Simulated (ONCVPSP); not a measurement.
**Plane-wave convergence, ONCV potential for Ni**

```json
{
 "Element": "Ni (Z = 28)",
 "Generator": "ONCVPSP 4.0.1",
 "Type": "optimised norm-conserving Vanderbilt (ONCV)",
 "Functional": "PBEsol",
 "Relativity": "scalar-relativistic",
 "Frozen core": "[Ne]",
 "Valence charge": "18",
 "Reference configuration": "3s2 3p6 3d8 4s2",
 "Partial waves": "3s+4s: rc 1.45 bohr, ncon 4, nbas 9, qcut 7.7 1/bohr, 2 projectors; 3p: rc 0.90 bohr, ncon 4, nbas 8, qcut 15.1 1/bohr, 2 projectors, debl 3.8 Ha; 3d: rc 1.25 bohr, ncon 4, nbas 9, qcut 10.8 1/bohr, 1 projector",
 "Local potential": "polynomial inside 0.65 bohr (lpopt 5, dvloc0 2 Ha)",
 "Core correction": "Teter function, fcfact 4.75, rcfact 1.6"
}
```

For each optimised wave give the share of its norm inside rc, the residual kinetic energy above qcut (Ha) and the cutoffs (Ha) for errors of 10, 1, 0.1 and 0.01 mHa per electron.

| wave | norm inside rc | residual KE | 10 mHa | 1 mHa | 0.1 mHa | 0.01 mHa |
| --- | --- | --- | --- | --- | --- | --- |
| 3s | 0.981 | 1.5e-06 | 12.1 | 15.6 | 18.4 | 20.9 |
| 4s | 0.071 | 8.4e-06 | 8.4 | 11.8 | 18.9 | 29.3 |
| 3p | 0.702 | 5.8e-07 | 30.8 | 66.3 | 86.2 | 99.1 |
| p projector 2 | 0.030 | 1.4e-07 | 23.4 | 32.9 | 70.6 | 90.5 |
| 3d | 0.742 | 2.1e-04 | 45.7 | 52.8 | 82.7 | 200.2 |

The occupied waves need 66 Ha and 86 Ha for 1 and 0.1 mHa.
